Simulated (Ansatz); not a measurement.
Steps of a relaxation of CH7BOSSi (`[SiH3]BOCS`) with RKS PBE0-D4/def2-TZVP.

```sh
$ ansatz run in.yaml --threads 4 --pin off --events-out ev --progress --plain --max-ram 10444MiB
```

```yaml
crystal:
  periodic: [false, false, false]
  atoms:
    - {symbol: Si, position_ang: [-1.663601, -0.792550, 1.583027]}
    - {symbol: B, position_ang: [0.084127, -0.453208, 0.606559]}
    - {symbol: O, position_ang: [0.047024, -0.017848, -0.679309]}
    - {symbol: C, position_ang: [1.236956, 0.279923, -1.404618]}
    - {symbol: S, position_ang: [1.710961, 2.038007, -1.323570]}
    - {symbol: H, position_ang: [-1.744404, 0.076789, 2.816571]}
    - {symbol: H, position_ang: [-2.886059, -0.526066, 0.741815]}
    - {symbol: H, position_ang: [-1.722745, -2.225018, 2.061186]}
    - {symbol: H, position_ang: [1.172714, -0.641073, 1.141660]}
    - {symbol: H, position_ang: [2.107671, -0.271314, -0.989291]}
    - {symbol: H, position_ang: [1.070969, -0.023100, -2.456626]}
    - {symbol: H, position_ang: [0.663388, 2.500259, -2.063403]}
basis:
  gaussian: {orbitals: def2-TZVP}
hamiltonian: {xc: pbe0, dispersion: d4}
relax: {f_tol: 0.005, max_steps: 150}
```

Positions (Å) and forces (eV/Å) along the path, 11 of 14 steps:

```xyz
12
step=1 energy=-22578.2194 eV
Si   -1.664   -0.793    1.583   -0.256   -0.052    0.161
B     0.084   -0.453    0.607    0.310    0.062   -0.196
O     0.047   -0.018   -0.679    0.391   -0.021    0.209
C     1.237    0.280   -1.405    0.178   -0.127   -0.077
S     1.711    2.038   -1.324   -0.576   -0.315   -0.303
H    -1.744    0.077    2.817    0.042   -0.182   -0.285
H    -2.886   -0.526    0.742    0.278   -0.059    0.174
H    -1.723   -2.225    2.061    0.030    0.314   -0.122
H     1.173   -0.641    1.142   -0.384    0.086   -0.235
H     2.108   -0.271   -0.989   -0.485    0.266   -0.187
H     1.071   -0.023   -2.457    0.069    0.191    0.586
H     0.663    2.500   -2.063    0.402   -0.161    0.275
12
step=2 energy=-22578.2598 eV
Si   -1.659   -0.790    1.576   -0.039   -0.014    0.044
B     0.084   -0.449    0.604    0.073    0.030   -0.085
O     0.044   -0.013   -0.674    0.159   -0.034    0.067
C     1.230    0.276   -1.393    0.012    0.086   -0.004
S     1.697    2.023   -1.314   -0.202   -0.157   -0.119
H    -1.727    0.076    2.794   -0.003   -0.051   -0.063
H    -2.866   -0.527    0.739    0.066   -0.012    0.045
H    -1.708   -2.211    2.043   -0.001    0.078   -0.022
H     1.164   -0.630    1.125   -0.115    0.020   -0.067
H     2.085   -0.275   -0.978   -0.139    0.086   -0.061
H     1.064   -0.020   -2.433    0.034    0.043    0.161
H     0.667    2.484   -2.055    0.155   -0.074    0.105
12
step=3 energy=-22578.2644 eV
Si   -1.655   -0.791    1.578   -0.011    0.001   -0.003
B     0.082   -0.448    0.599   -0.005   -0.002   -0.011
O     0.044   -0.012   -0.675    0.004    0.008    0.018
C     1.227    0.281   -1.390    0.006    0.052    0.017
S     1.694    2.018   -1.312   -0.028   -0.041   -0.005
H    -1.728    0.069    2.794    0.008    0.008    0.003
H    -2.858   -0.527    0.743   -0.012    0.000   -0.005
H    -1.707   -2.206    2.044    0.005   -0.009   -0.003
H     1.158   -0.631    1.113    0.014    0.001    0.006
H     2.076   -0.265   -0.974    0.016   -0.025    0.005
H     1.067   -0.016   -2.425    0.000   -0.011   -0.017
H     0.677    2.473   -2.061    0.002    0.019   -0.005
12
step=4 energy=-22578.2646 eV
Si   -1.656   -0.792    1.577    0.003   -0.002    0.000
B     0.082   -0.449    0.601   -0.010    0.006   -0.004
O     0.043   -0.010   -0.672    0.000   -0.005    0.007
C     1.226    0.281   -1.388   -0.003    0.028   -0.006
S     1.693    2.017   -1.313    0.007   -0.008    0.006
H    -1.725    0.070    2.793   -0.001    0.000    0.003
H    -2.861   -0.528    0.744   -0.001    0.000    0.000
H    -1.706   -2.208    2.041   -0.001   -0.002    0.002
H     1.159   -0.631    1.115    0.003   -0.005    0.003
H     2.075   -0.267   -0.973    0.005   -0.003    0.001
H     1.065   -0.017   -2.423    0.001   -0.009   -0.005
H     0.682    2.477   -2.067   -0.003   -0.001   -0.005
12
step=5 energy=-22578.2647 eV
Si   -1.657   -0.793    1.578    0.002    0.001    0.000
B     0.082   -0.448    0.601   -0.003   -0.004   -0.005
O     0.043   -0.008   -0.671   -0.001    0.000    0.006
C     1.226    0.283   -1.388    0.003    0.005   -0.005
S     1.693    2.018   -1.314    0.001    0.001    0.000
H    -1.725    0.068    2.794   -0.001   -0.001    0.001
H    -2.862   -0.529    0.745    0.000    0.000    0.001
H    -1.706   -2.209    2.042    0.001    0.001    0.000
H     1.158   -0.633    1.115   -0.001    0.000    0.001
H     2.075   -0.266   -0.972   -0.001    0.001    0.000
H     1.065   -0.017   -2.422    0.000   -0.003    0.002
H     0.685    2.478   -2.073    0.000   -0.001   -0.001
12
step=6 energy=-22578.2647 eV
Si   -1.657   -0.794    1.579   -0.001    0.000    0.000
B     0.081   -0.449    0.601    0.002    0.004    0.000
O     0.042   -0.005   -0.670   -0.001    0.002    0.002
C     1.225    0.285   -1.387    0.005   -0.013   -0.002
S     1.694    2.020   -1.316   -0.003    0.005   -0.004
H    -1.725    0.066    2.796    0.001   -0.001   -0.001
H    -2.863   -0.529    0.747    0.000    0.000    0.001
H    -1.706   -2.211    2.041    0.000    0.000   -0.001
H     1.157   -0.635    1.115   -0.002   -0.002   -0.002
H     2.075   -0.263   -0.971   -0.003    0.003    0.001
H     1.065   -0.017   -2.421    0.000    0.003    0.004
H     0.690    2.478   -2.080    0.002    0.000    0.002
12
step=7 energy=-22578.2647 eV
Si   -1.658   -0.794    1.579    0.000    0.002    0.001
B     0.080   -0.449    0.601    0.003   -0.006    0.000
O     0.042   -0.002   -0.669    0.000    0.008   -0.001
C     1.226    0.287   -1.386    0.001   -0.016    0.000
S     1.694    2.021   -1.319   -0.002    0.004   -0.002
H    -1.724    0.063    2.798    0.000    0.000    0.000
H    -2.865   -0.528    0.750    0.000    0.000    0.000
H    -1.706   -2.212    2.039    0.000   -0.001   -0.001
H     1.155   -0.640    1.114   -0.001    0.002    0.000
H     2.075   -0.261   -0.967   -0.001    0.003    0.002
H     1.066   -0.019   -2.419    0.000    0.004    0.001
H     0.691    2.478   -2.087    0.001   -0.001    0.001
12
step=9 energy=-22578.2648 eV
Si   -1.659   -0.794    1.580   -0.002    0.001    0.000
B     0.079   -0.451    0.601    0.001   -0.003    0.003
O     0.043    0.007   -0.665    0.006    0.001   -0.002
C     1.229    0.291   -1.381   -0.009    0.004    0.003
S     1.690    2.028   -1.332    0.001   -0.002    0.001
H    -1.717    0.052    2.807    0.000    0.000    0.000
H    -2.867   -0.514    0.757    0.001    0.001   -0.001
H    -1.712   -2.216    2.027   -0.001    0.000    0.000
H     1.153   -0.654    1.111    0.000    0.001    0.000
H     2.077   -0.249   -0.953    0.002    0.000   -0.001
H     1.073   -0.026   -2.411    0.002   -0.001   -0.002
H     0.688    2.472   -2.107   -0.001   -0.001   -0.001
12
step=11 energy=-22578.2648 eV
Si   -1.659   -0.794    1.580   -0.005   -0.002    0.003
B     0.081   -0.455    0.603   -0.001    0.003   -0.001
O     0.046    0.010   -0.661    0.003   -0.004    0.002
C     1.231    0.293   -1.377   -0.001    0.008   -0.001
S     1.681    2.034   -1.343   -0.002   -0.004    0.000
H    -1.708    0.038    2.817    0.001   -0.001   -0.002
H    -2.865   -0.492    0.761    0.004    0.000    0.000
H    -1.726   -2.220    2.010    0.001    0.002   -0.001
H     1.155   -0.663    1.112   -0.001    0.000    0.000
H     2.083   -0.237   -0.941    0.000    0.000   -0.002
H     1.081   -0.033   -2.404    0.000   -0.001    0.002
H     0.677    2.464   -2.124    0.001   -0.001    0.001
12
step=13 energy=-22578.2648 eV rejected
Si   -1.659   -0.793    1.580    0.001   -0.003   -0.002
B     0.082   -0.454    0.605    0.001    0.012    0.003
O     0.047    0.008   -0.660   -0.002   -0.005    0.000
C     1.231    0.292   -1.377    0.005    0.001    0.000
S     1.679    2.034   -1.344   -0.003   -0.002   -0.002
H    -1.708    0.033    2.821    0.000   -0.001   -0.001
H    -2.862   -0.486    0.760    0.000    0.000    0.002
H    -1.729   -2.222    2.003   -0.001    0.001    0.000
H     1.156   -0.658    1.115    0.000   -0.004   -0.002
H     2.084   -0.237   -0.942   -0.001    0.000    0.000
H     1.081   -0.035   -2.404    0.000    0.001    0.001
H     0.674    2.462   -2.125    0.001    0.000    0.001
12
step=14 energy=-22578.2648 eV
Si   -1.658   -0.793    1.580   -0.002    0.001    0.003
B     0.082   -0.453    0.605    0.000   -0.002   -0.003
O     0.048    0.008   -0.660   -0.001    0.001    0.002
C     1.232    0.293   -1.376    0.002    0.002   -0.001
S     1.679    2.034   -1.345   -0.001   -0.002    0.000
H    -1.707    0.033    2.821    0.000    0.000    0.000
H    -2.863   -0.486    0.761    0.001    0.000   -0.001
H    -1.730   -2.222    2.003    0.001    0.000   -0.001
H     1.156   -0.660    1.114    0.000    0.001    0.001
H     2.084   -0.236   -0.941    0.000    0.000    0.000
H     1.082   -0.035   -2.404    0.000    0.000    0.000
H     0.674    2.462   -2.126    0.001    0.000    0.000
```

Hardware: 4 threads of an Arm Neoverse V1 on a shared host. Wall time 55 s, peak host memory 0.57 GiB.
